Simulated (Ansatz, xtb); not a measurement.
## C2H12Si3: which of two isomers lies lower

We compare I, `C[Si@@H]([SiH3])C[SiH3]`, a singlet, with II, `[SiH3]C[SiH2]C[SiH3]`, a singlet. Both are isolated molecules in the gas phase, relaxed with PBE-D3(BJ)/def2-SVP; each stands in its lowest conformer found.

Problem. Estimate which is lower in electronic energy at CCSD(T)/def2-SVP + ΔMP2/def2-TZVPP, and by roughly how much.

Solution. Not settled: CCSD(T)/def2-SVP + ΔMP2/def2-TZVPP gives E(II) − E(I) = −0.065 eV, but this leans on the basis-set step: CCSD(T) alone gives −0.035 eV.

Level by level:

```tsv
level	geometry	E(II) − E(I) (eV)	departure from the last row (eV)	job, with rough time for the two
GFN2-xTB	GFN2-xTB	−0.309	−0.245	optimisation, 0.79 s
HF/STO-3G	GFN2-xTB	+0.166	+0.230	single point, 0.9 s
r2SCAN-D4/def2-SVP	GFN2-xTB	−0.025	+0.040	single point, 6.2 s
PBE-D3(BJ)/def2-SVP	PBE-D3(BJ)/def2-SVP	+0.082	+0.147	optimisation, 61 s
HF/def2-SVP	PBE-D3(BJ)/def2-SVP	−0.083	−0.019	part of the CCSD(T) run
MP2/def2-SVP	PBE-D3(BJ)/def2-SVP	−0.084	−0.019	part of the CCSD(T) run
CCSD(T)/def2-SVP	PBE-D3(BJ)/def2-SVP	−0.035	+0.030	single point
CCSD(T)/def2-SVP + ΔMP2/def2-TZVPP	PBE-D3(BJ)/def2-SVP	−0.065		single point, 92 s
```

As drawn, II has 1 C–Si, 1 Si–H in place of 1 Si–Si, 1 C–H.

HF/STO-3G, PBE-D3(BJ)/def2-SVP put the two in the other order. The largest departure from CCSD(T)/def2-SVP + ΔMP2/def2-TZVPP is that of GFN2-xTB, 0.245 eV. The last row adds to CCSD(T) the change of the MP2 difference between the two basis sets, here −0.030 eV.

With thermal terms from frequencies at re-optimised GFN2-xTB minima (ideal gas, soft modes damped towards free rotors, one conformer each, 298.15 K, 1 atm): on the last row, ΔE + ΔZPE = −0.111, ΔH = −0.135, ΔG = −0.062 eV.

The correlated steps freeze 17 core orbitals. Mirror images aren't counted in ΔG. Run with Ansatz 0.2.0, xtb 6.7.1; the last row on 2 threads of Intel(R) Xeon(R) Platinum 8259CL CPU @ 2.50GHz (Skylake/Cascade Lake) on a shared host.
